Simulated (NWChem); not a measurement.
## Atomisation of chlorotrifluoromethane (CClF₃)

```xyz
5

F      0.8548     0.5647     1.0781
C      0.3553    -0.0246     0.0000
F      0.8548     0.5647    -1.0781
F      0.7258    -1.2981     0.0000
Cl    -1.4147     0.0980     0.0000
```
Charge 0, spin multiplicity 1.

Program: NWChem. The geometry was optimised at B3LYP/def2-SVP, a minimum by its harmonic frequencies.

Basis set: def2-TZVP. The atomisation energy is electronic alone: no zero-point, thermal, spin-orbit or counterpoise terms. No value is extrapolated to the basis-set limit. Free atoms are single determinants with multiplicities F 2, C 3, Cl 2. Correlated methods freeze the same cores in atoms and molecule, 9 orbitals in all.

| method | atomisation energy (kcal/mol) | relative cost |
|---|---|---|
| HF | 276.1 | under 3 |
| BLYP | 432.1 | under 3 |
| BHandHLYP | 394.9 | under 3 |
| PBE0 | 436.6 | under 3 |
| M06-2X | 436.9 | under 3 |
| MP2 | 446.0 | under 3 |
| PBE | 460.4 | 1 |
| B3LYP | 424.1 | under 3 |

The values span 184.2 kcal/mol, from HF (lowest) to PBE (highest). Relative cost: rough, from shared machines, SCF included, PBE = 1. Costs are the molecule's.

B3LYP has NWChem's definition, with VWN1-RPA local correlation. No SCF solution was tested for a lower state. Open-shell Hartree-Fock references start from PBE0 orbitals; any time given for them includes that run.
